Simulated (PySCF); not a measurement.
A structure optimised at r2SCAN-D4/def2-SVP, used in a PySCF frequency run:

```xyz
5

Cl    -0.3302     1.7849     0.0000
C      0.8898     0.6521     0.0000
C      0.9647    -0.6688     0.0000
Cl    -0.4375    -1.7086     0.0000
H      1.9223    -1.1958     0.0000
```
Charge 0, spin multiplicity 2.

Problem. Write its SMILES, formula and point group.

Solution. Cl[C]=CCl, C₂HCl₂, Cs

Problem. What are its rotational constants (standard atomic weights)?

Solution. 14.467, 2.2130, 1.9194 GHz
